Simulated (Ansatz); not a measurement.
Input for Ansatz (a quantum-chemistry and plane-wave program): R-wB97X-V/def2-TZVPP on H2SSi (SMILES [SiH]S), a point of a torsion scan.

Ansatz 0.2 input:
```yaml
crystal:
  periodic: [false, false, false]
  atoms:
    - {symbol: Si, position_ang: [0.99775133, 0.69144016, -0.36137338]}
    - {symbol: S, position_ang: [-1.07253742, 0.46255888, 0.38043739]}
    - {symbol: H, position_ang: [1.53888349, -0.51138065, 0.31570441]}
    - {symbol: H, position_ang: [-0.84822163, 1.18637022, 1.46696800]}
basis:
  gaussian:
    orbitals: def2-TZVPP
hamiltonian:
  xc: {name: wB97X-V}
scf: {lower_state_search: off}
```

**Question.** Give the final energy of this run.

**Answer.** -688.7451 hartree.
